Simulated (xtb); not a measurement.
C5H6F2, SMILES FC(F)[C@H]1C=CC1. All values are semi-empirical tight-binding results from xtb (GFN2-xTB unless named), good for trends rather than for accurate numbers. The structure is a stationary point at GFN2-xTB. The structure was generated by enumeration; whether it is a known compound was not checked. The values are those of a single conformer.

- orbital gap: 5.13 eV
- dipole moment: 2.60 D
- zero-point energy: 61.0 kcal/mol
- G − E(el) at 298.15 K (modified RRHO): 41.6 kcal/mol
- static polarisability (D4 model): 59.0 bohr³
- solvation energy, GFN2-xTB/ALPB(water): -2.4 kcal/mol
- solvation energy, GFN2-xTB/ALPB(acetonitrile): -4.2 kcal/mol

Problem. Give the IR lines (harmonic; lines under 4 % of the strongest left out, lines within 3 cm⁻¹ merged). (The exact figures need the calculation; the answer reports its results.)

Solution. ν (cm⁻¹): 212 (w), 403 (w), 623 (w), 760 (m), 843 (m), 903 (w), 961 (m), 983 (m), 1015 (vs), 1028 (m), 1033 (w), 1068 (m), 1111 (m), 1163 (m), 1167 (w), 1251 (w), 1264 (w), 1282 (m), 1296 (w), 2875 (m), 2967 (m), 3005 (m), 3017 (m), 3128 (m), 3147 (m) (against the strongest line: vs over 80 %, s over 45 %, m over 15 %, w over 4 %, vw less)
